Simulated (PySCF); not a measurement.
Isomers of C6H9NOSi, mass 139.045 u with the commonest isotopes. The calculation used PBE0/pcSseg-1 in PySCF (dipole) on a GFN2-xTB geometry, gas phase. One conformer each, none proved a minimum here; rigid rotors.

Question: Order these by rotational constant C, smallest first.
A. `[CH2:1]=[CH:2][CH2:3][C@:4]([SiH3:5])([C:6]#[N:7])[CH:8]=[O:9]` with C1–C2–C3–C4 -119°, C2–C3–C4–Si5 53°, C3–C4–C8–O9 -23°
B. `[CH3:1][C:2](=[O:3])/[C:4](=[CH:5]\[C:6]#[N:7])[CH2:8][SiH3:9]` with C1–C2–C4–C5 -34°, C2–C4–C8–Si9 -78°
C. `[CH3:1][C@@H:2]1[SiH2:3][O:4][CH2:5][CH:6]=[C:7]1[C:8]#[N:9]` with C1–C2–Si3–O4 -82°, C2–Si3–O4–C5 -37°, Si3–O4–C5–C6 18°, O4–C5–C6–C7 5°
D. `[CH3:1][O:2][SiH2:3][c:4]1[cH:5][cH:6][cH:7][cH:8][n:9]1` with C1–O2–Si3–C4 180°, O2–Si3–C4–C5 2°
E. `C[Si]1(C)CC(C#N)=CO1`
F. `[H]/[N:8]=[CH:7]/[c:6]1[cH:5][cH:4][c:3]([SiH2:2][CH3:1])[o:9]1` with C1–Si2–C3–C4 122°, C5–C6–C7–N8 -1°
G. `[N:1]#[C:2][CH2:3][C@H:4]1[CH2:5][SiH2:6][CH:7]=[CH:8][O:9]1` with C2–C3–C4–C5 67°, C3–C4–C5–Si6 -176°, C4–C5–Si6–C7 -38°, C5–Si6–C7–C8 6°, C7–C8–O9–C4 14°

Answer: F (624.8 MHz), D (647.5 MHz), G (704.7 MHz), B (732.8 MHz), E (791.7 MHz), C (872.2 MHz), A (1001 MHz).

Question: Order these by out-of-plane moment Σ m c² = (Ia + Ib − Ic)/2, smallest first.
A. `C[Si]1(C)CC(C#N)=CO1`
B. `[N:1]#[C:2][CH2:3][C@H:4]1[CH2:5][SiH2:6][CH:7]=[CH:8][O:9]1` with C2–C3–C4–C5 67°, C3–C4–C5–Si6 -176°, C4–C5–Si6–C7 -38°, C5–Si6–C7–C8 6°, C7–C8–O9–C4 14°
C. `[H]/[N:8]=[CH:7]/[c:6]1[cH:5][cH:4][c:3]([SiH2:2][CH3:1])[o:9]1` with C1–Si2–C3–C4 122°, C5–C6–C7–N8 -1°
D. `[CH3:1][O:2][SiH2:3][c:4]1[cH:5][cH:6][cH:7][cH:8][n:9]1` with C1–O2–Si3–C4 180°, O2–Si3–C4–C5 2°
E. `[CH3:1][C@@H:2]1[SiH2:3][O:4][CH2:5][CH:6]=[C:7]1[C:8]#[N:9]` with C1–C2–Si3–O4 -82°, C2–Si3–O4–C5 -37°, Si3–O4–C5–C6 18°, O4–C5–C6–C7 5°
F. `[CH2:1]=[CH:2][CH2:3][C@:4]([SiH3:5])([C:6]#[N:7])[CH:8]=[O:9]` with C1–C2–C3–C4 -119°, C2–C3–C4–Si5 53°, C3–C4–C8–O9 -23°
G. `[CH:1]#[C:2][C@H:3](/[CH:4]=[CH:5]\[SiH3:6])[NH:7][CH:8]=[O:9]` with C2–C3–C4–C5 126°, C2–C3–N7–C8 -132°, C3–N7–C8–O9 1°
H. `[CH3:1][C:2](=[O:3])/[C:4](=[CH:5]\[C:6]#[N:7])[CH2:8][SiH3:9]` with C1–C2–C4–C5 -34°, C2–C4–C8–Si9 -78°

Answer: D (4.47 u·Å²), B (19.86 u·Å²), C (23.30 u·Å²), E (49.19 u·Å²), H (59.94 u·Å²), G (62.73 u·Å²), A (83.86 u·Å²), F (139.20 u·Å²).

Question: Order these by rotational constant B, smallest first.
A. `[CH3:1][C@@H:2]1[SiH2:3][O:4][CH2:5][CH:6]=[C:7]1[C:8]#[N:9]` with C1–C2–Si3–O4 -82°, C2–Si3–O4–C5 -37°, Si3–O4–C5–C6 18°, O4–C5–C6–C7 5°
B. `[CH3:1][C:2](=[O:3])/[C:4](=[CH:5]\[C:6]#[N:7])[CH2:8][SiH3:9]` with C1–C2–C4–C5 -34°, C2–C4–C8–Si9 -78°
C. `[H]/[N:8]=[CH:7]/[c:6]1[cH:5][cH:4][c:3]([SiH2:2][CH3:1])[o:9]1` with C1–Si2–C3–C4 122°, C5–C6–C7–N8 -1°
D. `[CH:1]#[C:2][C@H:3](/[CH:4]=[CH:5]\[SiH3:6])[NH:7][CH:8]=[O:9]` with C2–C3–C4–C5 126°, C2–C3–N7–C8 -132°, C3–N7–C8–O9 1°
E. `[CH3:1][O:2][SiH2:3][c:4]1[cH:5][cH:6][cH:7][cH:8][n:9]1` with C1–O2–Si3–C4 180°, O2–Si3–C4–C5 2°
F. `C[Si]1(C)CC(C#N)=CO1`
G. `[CH2:1]=[CH:2][CH2:3][C@:4]([SiH3:5])([C:6]#[N:7])[CH:8]=[O:9]` with C1–C2–C3–C4 -119°, C2–C3–C4–Si5 53°, C3–C4–C8–O9 -23°

Answer: C (709.9 MHz), E (765.1 MHz), F (793.0 MHz), B (904.6 MHz), D (1051 MHz), A (1100 MHz), G (1129 MHz).

```csv
SMILES,point group,Ia (u·Å²),Ib (u·Å²),Ic (u·Å²),κ,μa (D),μb (D),μc (D)
CC(=O)/C(=C\C#N)C[SiH3],C1,250.88,558.66,689.67,-0.73,3.00,1.65,0.26
CO[SiH2]c1ccccn1,–,128.94,660.52,780.51,-0.93,0.31,1.79,0.01
C=CC[C@]([SiH3])(C#N)C=O,C1,335.61,447.58,504.79,-0.49,1.79,1.49,1.78
[H]/N=C/c1ccc([SiH2]C)o1,C1,143.50,711.93,808.83,-0.94,1.20,0.94,0.07
C[C@@H]1[SiH2]OCC=C1C#N,C1,218.48,459.32,579.43,-0.68,3.07,0.46,0.61
C#C[C@H](/C=C\[SiH3])NC=O,C1,338.55,480.64,693.72,-0.15,2.29,1.66,2.49
N#CC[C@H]1C[SiH2]C=CO1,C1,188.54,568.32,717.15,-0.81,2.64,1.79,0.89
C[Si]1(C)CC(C#N)=CO1,–,168.81,637.27,638.36,-1.00,5.50,0.02,0.32
```
